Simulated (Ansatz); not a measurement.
`C[CH2][Ge][OH]` + H₂Se → `CC[SeH]` + `[OH][GeH]` at 700 K and 1 bar (substitution at a C–Ge bond).

Calculated with Ansatz (gas phase, PBE0-D4/def2-TZVP geometries, no zero-point term in ΔE). CBS: MP2 limit from def2 TZ/QZ plus the TZ coupled-cluster correction, frozen cores. For Ge, Se outer-core shells are correlated without core-valence functions, which leaves a few kJ/mol of doubt a bond. Scalar relativity is left out up to krypton. Each species was taken in one conformer, which may not be the lowest.

```json
{"species": "`C[CH2][Ge][OH]`", "CCSD(T)/CBS energy (Eh)": "-2231.01233", "H − E (kJ/mol)": "273.6", "S (J/(mol·K))": "431.3"}
{"species": "H₂Se", "CCSD(T)/CBS energy (Eh)": "-2401.89790", "H − E (kJ/mol)": "61.1", "S (J/(mol·K))": "251.1"}
{"species": "`CC[SeH]`", "CCSD(T)/CBS energy (Eh)": "-2480.41858", "H − E (kJ/mol)": "249.2", "S (J/(mol·K))": "382.8"}
{"species": "`[OH][GeH]`", "CCSD(T)/CBS energy (Eh)": "-2152.47759", "H − E (kJ/mol)": "86.1", "S (J/(mol·K))": "302.2"}
```

H − E and S are ideal-gas, rigid-rotor, harmonic terms from PBE0-D4/def2-TZVP, for one conformer and one mirror image of each species. 1 Eh = 2625.50 kJ/mol, R = 8.31446 J/(mol·K).

Question: By hand: ΔE, ΔH, ΔS and ΔG.

Answer: ΔE = (-2480.41858) + (-2152.47759) − (-2231.01233) − (-2401.89790) = 0.01406 Eh = 36.9 kJ/mol. Δ(H − E) = 249.2 + 86.1 − 273.6 − 61.1 = 0.6, so ΔH = 37.5 kJ/mol. ΔS = 382.8 + 302.2 − 431.3 − 251.1 = 2.6 J/(mol·K). ΔG = 37.5 − 700 × (2.6)/1000 = 35.7 kJ/mol.

Question: By hand: the equilibrium constant, and the temperature at which ΔG would vanish if ΔH and ΔS stayed fixed.

Answer: log₁₀ K = −ΔG/(RT ln 10) = -2.7. ΔG = 0 at ΔH/ΔS = 14423 K, far beyond where these terms or the molecules hold.

The number of gas molecules stays the same, so ΔS is small and ΔH decides. A doubt of 5 kJ/mol in ΔE shifts log₁₀ K by 0.4 here. Other conformers and mirror images would add mixing entropy, several J/(mol·K) or more a flexible species. These are equilibria of isolated gas molecules and say nothing of rates. Largest T1 diagnostic: 0.016 (customary marks: 0.02 for closed shells, 0.045 for open ones).
